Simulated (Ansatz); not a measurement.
`[SiH3]S[AsH][SiH3]` → `[SiH3][SiH2][AsH]S`  (isomerisation)

Program: Ansatz. Geometries: PBE0-D4/def2-TZVP. ΔE: electronic, gas phase. CBS: MP2 limit from def2 TZ/QZ plus the TZ coupled-cluster correction, frozen cores. For As outer-core shells are correlated without core-valence functions, which leaves a few kJ/mol of doubt a bond. Scalar relativity is left out up to krypton. Each species was taken in one conformer, which may not be the lowest.

```tsv
species	CCSD(T)/def2-TZVPP energy (Eh)
`[SiH3]S[AsH][SiH3]`	-3214.54267
`[SiH3][SiH2][AsH]S`	-3214.52342
```

Question: Work out ΔE.

Answer: ΔE = (-3214.52342) − (-3214.54267) = 0.01925 Eh = +12.1 kcal/mol. CCSD(T)/CBS gives +12.6 kcal/mol.

Largest T1 diagnostic among the species: 0.012.

From PBE to PBE0 (25 % exact exchange), in def2-TZVPP and without D4, ΔE moves by +0.9 kcal/mol.
